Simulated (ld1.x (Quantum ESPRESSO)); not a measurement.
## How hard is this cadmium TM potential?

cadmium (Cd), norm-conserving Troullier–Martins (Kleinman–Bylander form), made with ld1.x (Quantum ESPRESSO) 7.5 (PBEsol, scalar-relativistic). Core [Kr] 4d10, reference 5s1 5p1. Waves: 5p (bound): rc 2.15 bohr; 5d channel at 0.25 Ry: rc 1.75 bohr; 5s (bound): rc 1.85 bohr. Local part: the s channel. Core correction: none.

The pseudo-atom Hamiltonian at the reference potential is diagonalised in spherical Bessel functions j_l(qr) that vanish at 20 bohr, with q² up to the cutoff. All-electron valence levels (Ry): 5p -0.1523, 5s -0.5121.

Question: How do the lowest levels (Ry) of each channel move with the cutoff, and are there ghosts?

Answer:

```csv
cutoff (Ry),p #1,d #1,d #2,s #1,f #1,Σ f·Δε (mRy)
8,-0.1489,0.0355,0.1168,-0.4993,0.0938,22.0
10,-0.1489,0.0355,0.1167,-0.4994,0.0938,21.8
12,-0.1493,0.0354,0.1166,-0.5014,0.0938,19.4
15,-0.1509,0.0354,0.1165,-0.5055,0.0938,13.8
18,-0.1520,0.0354,0.1164,-0.5116,0.0938,6.6
21,-0.1529,0.0354,0.1164,-0.5138,0.0938,3.5
30,-0.1534,0.0354,0.1164,-0.5146,0.0938,2.2
35,-0.1534,0.0354,0.1164,-0.5151,0.0938,1.7
40,-0.1535,0.0354,0.1163,-0.5158,0.0938,0.9
45,-0.1535,0.0354,0.1163,-0.5161,0.0938,0.5
50,-0.1536,0.0354,0.1163,-0.5163,0.0938,0.3
400,-0.1536,0.0354,0.1163,-0.5166,0.0938,0.0
```

Result: no extra level below or beside the all-electron valence levels (p, d, s, f tested); 10 mRy is reached at 18 Ry and 1 mRy at 40 Ry.
